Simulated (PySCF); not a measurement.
C3H2F3, SMILES F[C](F)/C=C/F, multiplicity 2. Atoms are numbered in the order given.

```xyz
8

F     -0.1979     2.6475     0.0000
C      0.3401     1.4241     0.0000
C     -0.4985     0.3168     0.0000
C     -0.0610    -0.9833     0.0000
F     -0.8541    -2.0346     0.0000
F      1.2147    -1.3274     0.0000
H      1.4322     1.4094     0.0000
H     -1.5801     0.4747     0.0000
```
Charge 0, spin multiplicity 2.

Coordinates come from a r2SCAN-D4/def2-SVP optimisation. The isomer is the one that the SMILES or the coordinates give; other isomers of the formula were not compared. Other conformers were not sampled.

Calculation: TDA-PBE0/def2-SVPD (PySCF).

Vertical excitations. 

| state | energy (eV) | λ (nm) | f | main pairs |
|---|---|---|---|---|
| root 1 | 4.13 | 300 | 0.002 | α HOMO→LUMO+1 56 %, β HOMO→LUMO 43 % |
| root 2 | 4.89 | 253 | 0.000 | α HOMO→LUMO 98 % |
| root 3 | 5.45 | 227 | 0.004 | α HOMO→LUMO+2 85 % |
| root 4 | 5.96 | 208 | 0.001 | α HOMO→LUMO+4 84 %, α HOMO→LUMO+2 13 % |
| root 5 | 6.09 | 204 | 0.001 | α HOMO→LUMO+3 98 % |
| root 6 | 6.36 | 195 | 0.472 | α HOMO→LUMO+1 39 %, β HOMO→LUMO 51 % |
| root 7 | 7.07 | 175 | 0.001 | β HOMO−1→LUMO 95 % |
| root 8 | 7.09 | 175 | 0.014 | α HOMO−1→LUMO+1 53 %, β HOMO→LUMO+3 41 % |
| root 9 | 7.40 | 167 | 0.000 | α HOMO→LUMO+5 86 % |
| root 10 | 7.51 | 165 | 0.013 | α HOMO→LUMO+6 97 % |
Unrestricted roots are not spin-pure.
